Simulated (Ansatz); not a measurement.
`P[O][SbH2]` + `N=C(F)F` → `FC(F)=NP` + `[OH][SbH2]` at 298.15 K and 1 bar (ligand exchange at a P–O bond).

Isolated molecules relaxed with PBE0-D4/def2-TZVP in Ansatz; ΔE leaves out vibrations. CCSD(T)/CBS adds triple-zeta CCSD(T) − MP2 to the extrapolated MP2 energy (def2 sets, frozen cores). Elements past krypton have def2 core potentials. For Sb outer-core shells are correlated without core-valence functions, which leaves a few kJ/mol of doubt a bond. Each species was taken in one conformer, which may not be the lowest.

| species | CCSD(T)/CBS energy (Eh) | H − E (kJ/mol) | S (J/(mol·K)) |
| --- | --- | --- | --- |
| `P[O][SbH2]` | -658.51611 | 110.1 | 338.2 |
| `N=C(F)F` | -292.91376 | 80.5 | 266.6 |
| `FC(F)=NP` | -634.44314 | 106.5 | 315.2 |
| `[OH][SbH2]` | -316.98030 | 82.9 | 277.2 |

H − E and S are ideal-gas, rigid-rotor, harmonic terms from PBE0-D4/def2-TZVP, for one conformer and one mirror image of each species. 1 Eh = 2625.50 kJ/mol, R = 8.31446 J/(mol·K).

**Question.** By hand: ΔE, ΔH, ΔS and ΔG.

**Answer.** ΔE = (-634.44314) + (-316.98030) − (-658.51611) − (-292.91376) = 0.00643 Eh = 16.9 kJ/mol. Δ(H − E) = 106.5 + 82.9 − 110.1 − 80.5 = -1.2, so ΔH = 15.7 kJ/mol. ΔS = 315.2 + 277.2 − 338.2 − 266.6 = -12.4 J/(mol·K). ΔG = 15.7 − 298.15 × (-12.4)/1000 = 19.4 kJ/mol.

**Question.** By hand: the equilibrium constant, and the temperature at which ΔG would vanish if ΔH and ΔS stayed fixed.

**Answer.** log₁₀ K = −ΔG/(RT ln 10) = -3.4. ΔH and −TΔS have one sign here, so there is no such temperature.

The number of gas molecules stays the same, so ΔS is small and ΔH decides. A doubt of 5 kJ/mol in ΔE shifts log₁₀ K by 0.9 here. Other conformers and mirror images would add mixing entropy, several J/(mol·K) or more a flexible species. Modes under 60 cm⁻¹, often nearly free rotors, make the harmonic entropy too high. These are equilibria of isolated gas molecules and say nothing of rates. Largest T1 diagnostic: 0.015 (customary marks: 0.02 for closed shells, 0.045 for open ones).

ΔS is within the doubt of such terms, so its sign, and with it that verdict, could turn.
